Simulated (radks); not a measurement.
Ionisation of the tungsten ion W2+, [Xe] 4f14 5d4, to [Xe] 4f14 5d3 as the strength of local exchange is varied. All-electron calculation, non-relativistic Kohn-Sham, Slater X-alpha exchange (alpha = 2/3 is LDA exchange), no correlation, spin-unpolarised, spherical densities, point nucleus; relativity is left out, which matters for an element this heavy. Program: a radial shooting solver on a logarithmic mesh with Libxc functionals.

\begin{tabular}{lrrrrr}
alpha & E(W2+) (hartree) & exchange (hartree) & IE (eV) & -e of the level emptied (eV) & <r> of it (bohr) \\ \hline
0.627 & -15257.8008 & -273.2083 & 24.406 & 18.888 (5d) & 1.879 \\
0.667 & -15275.2409 & -290.9916 & 25.017 & 19.442 (5d) & 1.859 \\
0.692 & -15286.1518 & -302.1277 & 25.404 & 19.795 (5d) & 1.847 \\
0.736 & -15305.3751 & -321.7671 & 26.096 & 20.425 (5d) & 1.826 \\
0.788 & -15328.1265 & -345.0430 & 26.928 & 21.186 (5d) & 1.802 \\
0.848 & -15354.4226 & -371.9881 & 27.910 & 22.088 (5d) & 1.775 \\
0.996 & -15419.4897 & -438.8563 & 30.427 & 24.415 (5d) & 1.714 \\
\end{tabular}

NIST Atomic Spectra Database: 26.0 +/- 0.4 eV (semi-empirical). The Delta-SCF value meets it near alpha = 0.73. Relativity is left out here, which matters for elements this heavy. Spin polarisation and multiplet splitting are left out, so open shells lie too high by an amount that depends on their filling.

Beside tabulated values, note that spin-unpolarised runs miss the spin-polarisation part of the exchange energy of open shells.
